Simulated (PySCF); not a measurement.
3-ethenoxyprop-1-ene (C5H8O), SMILES C=CCOC=C.

Geometry optimised at B3LYP-D3(BJ)/def2-SVP. The values are those of a single conformer.

Level of theory: PySCF with B3LYP-D3(BJ)/def2-SVP.

Harmonic, unscaled wavenumbers; measured fundamentals usually lie a few per cent lower.

Task: Estimate the vibrational spectrum. (An estimate is asked for; the answer gives what the named calculation found.)

Result: 
```json
[
 {"mode": "1", "ν (cm⁻¹)": "32", "IR (km/mol)": "1.0", "Raman (Å⁴/amu)": "3.1", "depolarisation": "0.75", "moving atoms (share of kinetic energy)": "H 53 %, C 45 %"},
 {"mode": "2", "ν (cm⁻¹)": "79", "IR (km/mol)": "3.2", "Raman (Å⁴/amu)": "1.2", "depolarisation": "0.75", "moving atoms (share of kinetic energy)": "O 61 %, C 24 %, H 16 %"},
 {"mode": "3", "ν (cm⁻¹)": "159", "IR (km/mol)": "0.2", "Raman (Å⁴/amu)": "3.8", "depolarisation": "0.73", "moving atoms (share of kinetic energy)": "C 60 %, H 28 %, O 13 %"},
 {"mode": "4", "ν (cm⁻¹)": "183", "IR (km/mol)": "2.1", "Raman (Å⁴/amu)": "3.6", "depolarisation": "0.75", "moving atoms (share of kinetic energy)": "H 55 %, C 39 %"},
 {"mode": "5", "ν (cm⁻¹)": "327", "IR (km/mol)": "0.2", "Raman (Å⁴/amu)": "1.2", "depolarisation": "0.23", "moving atoms (share of kinetic energy)": "C 49 %, O 27 %, H 24 %"},
 {"mode": "6", "ν (cm⁻¹)": "493", "IR (km/mol)": "3.3", "Raman (Å⁴/amu)": "5.9", "depolarisation": "0.37", "moving atoms (share of kinetic energy)": "C 64 %, H 30 %"},
 {"mode": "7", "ν (cm⁻¹)": "565", "IR (km/mol)": "8.0", "Raman (Å⁴/amu)": "13.1", "depolarisation": "0.75", "moving atoms (share of kinetic energy)": "H 80 %, C 19 %"},
 {"mode": "8", "ν (cm⁻¹)": "599", "IR (km/mol)": "0.2", "Raman (Å⁴/amu)": "0.5", "depolarisation": "0.75", "moving atoms (share of kinetic energy)": "C 56 %, H 34 %, O 10 %"},
 {"mode": "9", "ν (cm⁻¹)": "704", "IR (km/mol)": "4.3", "Raman (Å⁴/amu)": "5.6", "depolarisation": "0.75", "moving atoms (share of kinetic energy)": "H 66 %, C 28 %"},
 {"mode": "10", "ν (cm⁻¹)": "847", "IR (km/mol)": "50.2", "Raman (Å⁴/amu)": "4.0", "depolarisation": "0.75", "moving atoms (share of kinetic energy)": "H 68 %, C 31 %"},
 {"mode": "11", "ν (cm⁻¹)": "912", "IR (km/mol)": "2.3", "Raman (Å⁴/amu)": "4.0", "depolarisation": "0.45", "moving atoms (share of kinetic energy)": "H 48 %, C 35 %, O 16 %"},
 {"mode": "12", "ν (cm⁻¹)": "952", "IR (km/mol)": "35.2", "Raman (Å⁴/amu)": "1.0", "depolarisation": "0.73", "moving atoms (share of kinetic energy)": "H 73 %, C 27 %"},
 {"mode": "13", "ν (cm⁻¹)": "953", "IR (km/mol)": "2.9", "Raman (Å⁴/amu)": "3.0", "depolarisation": "0.65", "moving atoms (share of kinetic energy)": "C 58 %, H 41 %"},
 {"mode": "14", "ν (cm⁻¹)": "977", "IR (km/mol)": "15.5", "Raman (Å⁴/amu)": "2.5", "depolarisation": "0.75", "moving atoms (share of kinetic energy)": "H 88 %, C 12 %"},
 {"mode": "15", "ν (cm⁻¹)": "1018", "IR (km/mol)": "4.9", "Raman (Å⁴/amu)": "0.2", "depolarisation": "0.75", "moving atoms (share of kinetic energy)": "H 88 %, C 11 %"},
 {"mode": "16", "ν (cm⁻¹)": "1037", "IR (km/mol)": "11.6", "Raman (Å⁴/amu)": "1.3", "depolarisation": "0.74", "moving atoms (share of kinetic energy)": "H 60 %, C 39 %"},
 {"mode": "17", "ν (cm⁻¹)": "1046", "IR (km/mol)": "29.9", "Raman (Å⁴/amu)": "1.0", "depolarisation": "0.32", "moving atoms (share of kinetic energy)": "H 61 %, C 27 %, O 12 %"},
 {"mode": "18", "ν (cm⁻¹)": "1171", "IR (km/mol)": "39.7", "Raman (Å⁴/amu)": "0.5", "depolarisation": "0.73", "moving atoms (share of kinetic energy)": "C 47 %, O 27 %, H 26 %"},
 {"mode": "19", "ν (cm⁻¹)": "1240", "IR (km/mol)": "296.5", "Raman (Å⁴/amu)": "5.4", "depolarisation": "0.11", "moving atoms (share of kinetic energy)": "C 38 %, O 37 %, H 26 %"},
 {"mode": "20", "ν (cm⁻¹)": "1261", "IR (km/mol)": "16.0", "Raman (Å⁴/amu)": "10.1", "depolarisation": "0.73", "moving atoms (share of kinetic energy)": "H 89 %"},
 {"mode": "21", "ν (cm⁻¹)": "1305", "IR (km/mol)": "4.3", "Raman (Å⁴/amu)": "18.1", "depolarisation": "0.41", "moving atoms (share of kinetic energy)": "H 77 %, C 23 %"},
 {"mode": "22", "ν (cm⁻¹)": "1334", "IR (km/mol)": "16.3", "Raman (Å⁴/amu)": "31.5", "depolarisation": "0.47", "moving atoms (share of kinetic energy)": "H 86 %, C 11 %"},
 {"mode": "23", "ν (cm⁻¹)": "1395", "IR (km/mol)": "84.1", "Raman (Å⁴/amu)": "4.3", "depolarisation": "0.65", "moving atoms (share of kinetic energy)": "H 74 %, C 25 %"},
 {"mode": "24", "ν (cm⁻¹)": "1419", "IR (km/mol)": "11.6", "Raman (Å⁴/amu)": "1.7", "depolarisation": "0.49", "moving atoms (share of kinetic energy)": "H 83 %, C 16 %"},
 {"mode": "25", "ν (cm⁻¹)": "1431", "IR (km/mol)": "13.3", "Raman (Å⁴/amu)": "19.4", "depolarisation": "0.60", "moving atoms (share of kinetic energy)": "H 70 %, C 30 %"},
 {"mode": "26", "ν (cm⁻¹)": "1477", "IR (km/mol)": "29.4", "Raman (Å⁴/amu)": "15.1", "depolarisation": "0.65", "moving atoms (share of kinetic energy)": "H 92 %"},
 {"mode": "27", "ν (cm⁻¹)": "1730", "IR (km/mol)": "31.6", "Raman (Å⁴/amu)": "13.9", "depolarisation": "0.37", "moving atoms (share of kinetic energy)": "C 88 %, H 12 %"},
 {"mode": "28", "ν (cm⁻¹)": "1732", "IR (km/mol)": "154.4", "Raman (Å⁴/amu)": "38.7", "depolarisation": "0.10", "moving atoms (share of kinetic energy)": "C 85 %, H 14 %"},
 {"mode": "29", "ν (cm⁻¹)": "2960", "IR (km/mol)": "54.1", "Raman (Å⁴/amu)": "167.7", "depolarisation": "0.03", "moving atoms (share of kinetic energy)": "H 95 %"},
 {"mode": "30", "ν (cm⁻¹)": "2991", "IR (km/mol)": "42.5", "Raman (Å⁴/amu)": "106.2", "depolarisation": "0.74", "moving atoms (share of kinetic energy)": "H 90 %, C 10 %"},
 {"mode": "31", "ν (cm⁻¹)": "3125", "IR (km/mol)": "20.2", "Raman (Å⁴/amu)": "45.2", "depolarisation": "0.39", "moving atoms (share of kinetic energy)": "H 92 %"},
 {"mode": "32", "ν (cm⁻¹)": "3145", "IR (km/mol)": "7.1", "Raman (Å⁴/amu)": "41.2", "depolarisation": "0.72", "moving atoms (share of kinetic energy)": "H 94 %"},
 {"mode": "33", "ν (cm⁻¹)": "3158", "IR (km/mol)": "9.4", "Raman (Å⁴/amu)": "200.6", "depolarisation": "0.15", "moving atoms (share of kinetic energy)": "H 92 %"},
 {"mode": "34", "ν (cm⁻¹)": "3165", "IR (km/mol)": "0.1", "Raman (Å⁴/amu)": "122.4", "depolarisation": "0.12", "moving atoms (share of kinetic energy)": "H 94 %"},
 {"mode": "35", "ν (cm⁻¹)": "3252", "IR (km/mol)": "4.6", "Raman (Å⁴/amu)": "62.4", "depolarisation": "0.69", "moving atoms (share of kinetic energy)": "H 89 %, C 11 %"},
 {"mode": "36", "ν (cm⁻¹)": "3269", "IR (km/mol)": "3.2", "Raman (Å⁴/amu)": "76.2", "depolarisation": "0.68", "moving atoms (share of kinetic energy)": "H 89 %, C 11 %"}
]
```
